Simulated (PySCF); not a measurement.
Vertical excitations of a molecule C4H7O2, multiplicity 2 from TDA-PBE/def2-SVPD (PySCF 2.14.0), as energy in eV (oscillator strength): 3.57 (0.086), 3.94 (0.000), 4.18 (0.001), 4.65 (0.002), 5.29 (0.013), 5.37 (0.000), 5.73 (0.019), 5.77 (0.046), 5.79 (0.015), 5.94 (0.001). The structure is a stationary point at r2SCAN-D4/def2-SVP. The values are those of a single conformer.

Q: Which structure fits?
A) [CH2]C(=O)OCC
B) C[C](C)C(=O)O
C) [CH]1COCCO1
D) C[CH]OC(C)=O

A: D, C[CH]OC(C)=O
